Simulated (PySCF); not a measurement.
**Running PySCF for CsP⁺**

The script input.py:

```python
from pyscf import gto, scf, mp

mol = gto.M(
    atom='Cs 0 0 0; P 0 0 3.27',
    basis='def2-tzvp',
    ecp={'Cs': 'def2-tzvp'},
    charge=1,
    spin=3,
    verbose=4,
)
mf = scf.UHF(mol)
mf.kernel()
mp.MP2(mf, frozen=5).kernel()
mf.dip_moment()
print('orbital energies (hartree):', [e[max(0, n-3):n+3].round(4) for e, n in zip(mf.mo_energy, mol.nelec)])
```

```bash
$ OMP_NUM_THREADS=1 python input.py
```

It prints (some set-up lines and the per-cycle HOMO/LUMO lines with their warnings removed):

```
PySCF version 2.14.0

[INPUT] Symbol           X                Y                Z      unit          X                Y                Z       unit  Magmom
[INPUT]  1 Cs     0.000000000000   0.000000000000   0.000000000000 AA    0.000000000000   0.000000000000   0.000000000000 Bohr   0.0
[INPUT]  2 P      0.000000000000   0.000000000000   3.270000000000 AA    0.000000000000   0.000000000000   6.179404427328 Bohr   0.0

nuclear repulsion = 21.8467655884404
number of shells = 24
number of NR pGTOs = 103
number of NR cGTOs = 66
basis = def2-tzvp
ecp = {'Cs': 'def2-tzvp'}

******** <class 'pyscf.scf.uhf.UHF'> ********
method = UHF
initial guess = minao
damping factor = 0
level_shift factor = 0
DIIS = <class 'pyscf.scf.diis.CDIIS'>
SCF conv_tol = 1e-09
SCF max_cycles = 50
number electrons alpha = 13  beta = 10
init E= -356.884787608259

cycle= 1 E= -360.386946843664  delta_E= -3.5  |g|= 0.259  |ddm|= 1.45
cycle= 2 E= -360.426821517062  delta_E= -0.0399  |g|= 0.0559  |ddm|= 0.392
cycle= 3 E= -360.428730203586  delta_E= -0.00191  |g|= 0.0147  |ddm|= 0.106
cycle= 4 E= -360.429008743951  delta_E= -0.000279  |g|= 0.00502  |ddm|= 0.0378
cycle= 5 E= -360.429059724959  delta_E= -5.1e-05  |g|= 0.00146  |ddm|= 0.0202
cycle= 6 E= -360.429065117539  delta_E= -5.39e-06  |g|= 0.000657  |ddm|= 0.00559
cycle= 7 E= -360.429066639305  delta_E= -1.52e-06  |g|= 0.000381  |ddm|= 0.00188
cycle= 8 E= -360.429067323541  delta_E= -6.84e-07  |g|= 0.000117  |ddm|= 0.0016
cycle= 9 E= -360.42906737657  delta_E= -5.3e-08  |g|= 1.93e-05  |ddm|= 0.000544
cycle= 10 E= -360.429067377318  delta_E= -7.48e-10  |g|= 4.88e-06  |ddm|= 6.92e-05
Extra cycle  E= -360.429067377352  delta_E= -3.42e-11  |g|= 2.31e-06  |ddm|= 8.26e-06
converged SCF energy = -360.429067377352  <S^2> = 3.7506203  2S+1 = 4.0003101

******** <class 'pyscf.mp.ump2.UMP2'> ********
nocc = (np.int64(8), np.int64(5)), nmo = (61, 61)
frozen orbitals 5
E(UMP2) = -360.60803167874  E_corr = -0.178964301387537
E(SCS-UMP2) = -360.599746830564  E_corr = -0.170679453211811
E_corr(same-spin) = -0.0508588943691155
E_corr(oppo-spin) = -0.128105407018421

WARN: System has nonzero charge 1; the dipole moment is origin-dependent.
Location of origin: [0. 0. 0.]

Dipole moment(X, Y, Z, Debye):  0.00000, -0.00000,  1.28906
orbital energies (hartree): [array([-0.5511, -0.5477, -0.5477, -0.1166, -0.0783, -0.0783]), array([-0.8493, -0.8493, -0.7102, -0.1259, -0.1165, -0.1165])]
```

In short: E(SCF) = -360.429067 Eh, 10 cycles, E(MP2) − E(SCF) = -0.17896 Eh, ⟨S²⟩ = 3.751.

Run time: 1.6 s on 1 thread of Arm Neoverse V1 (shared host).

The bond length is a typed value, not an optimised one. The dipole of an ion depends on the origin. No search for the lowest solution was made.
